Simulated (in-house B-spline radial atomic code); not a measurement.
Values are calculated unless marked as measured or tabulated.
I in an electron gas of r_s = 2.4: phase shifts, screening, friction and resistivity

A nucleus sits in a uniform electron gas with a rigid positive background. The Kohn-Sham equations are solved self-consistently in the spin-unpolarised LDA (PW92), non-relativistic, on B-splines with outgoing waves at the boundary and partial waves to l = 8. The model has no lattice, no bands and no magnetic solution. Atomic units; δ_l are the phase shifts at the Fermi level, counted so that each bound state adds π, and good to about 0.0005.

The density parameter is r_s = 2.4 bohr, near that of the valence electrons of In (3 per atom, density 7.31 g/cm³, mass 114.82 u, which gives r_s = 2.41).

```tsv
l	δ_l (rad)
0	13.8925
1	11.3327
2	6.9318
3	0.0876
4	0.0087
5	0.0014
6	0.0002
7	0.0002
8	0.0001
```

Bound levels below the band bottom (hartree): s -5.813, p -4.27, d -1.639, s -0.336, p -0.03626 and deeper ones.

**Question.** Check the Friedel sum rule, and say where the screening charge sits.

**Answer.** k_F = (9π/4)^(1/3)/r_s = 0.79965. The rule is Z = (2/π) Σ (2l + 1) δ_l. The terms are s 8.844, p 21.644, d 22.065, f 0.390 and 0.064 beyond, in all 53.007 against Z = 53. Bound states hold 10 s, 24 p, 20 d electrons, so the scattering states carry -0.99 in all; where a term is smaller than its bound count, the bound level has drawn weight out of the band.

**Question.** Find the transport cross section and the electronic stopping of a 2 keV I ion (mass 126.9 u).

**Answer.** σ_tr = (4π/k_F²) Σ (l + 1) sin²(δ_l − δ_(l+1)). The terms for l = 0 to 3 are 0.3020, 1.8121, 0.8492, 0.0248, all together 2.9885, so σ_tr = 19.652 × 2.9885 = 58.730 bohr². With n = 3/(4π r_s³) = 0.01727, the friction coefficient is Q = n k_F σ_tr = 0.8110. For v well below v_F = 0.800, dE/dx = Q v; with 24801 eV per u at v = 1, v = √(2000/(24801 × 126.9)) = 0.0252, so dE/dx = 0.02044 hartree/bohr = 10.5 eV/nm. The largest term couples the p and d waves.

**Question.** What residual resistivity would 1 atomic per cent of such centres give in In?

**Answer.** Δρ = k_F n_i σ_tr/n in atomic units of 21.74 μΩ·cm. With one host atom per 3 electrons, n_i/n = 0.01/3, so Δρ = 0.7996 × 0.00333 × 58.730 × 21.74 = 3.40 μΩ·cm. This is an atom added to the gas, as on an interstitial site.

**Question.** On a substitutional site the background of one host ion, a sphere holding 3 charges, is taken out. The phase shifts for l = 0 to 4 become 13.6115, 10.9922, 6.3881, 0.0055, -0.0018. What follows?

**Answer.** The Friedel sum is now 50.01, for Z − 3 = 50. The sum in σ_tr is 2.2553, so σ_tr = 44.32 bohr² and Δρ = 2.57 μΩ·cm per atomic per cent, 0.75 times the value above. A real host ion scatters too, so this model doesn't give zero even for the host's own atom.
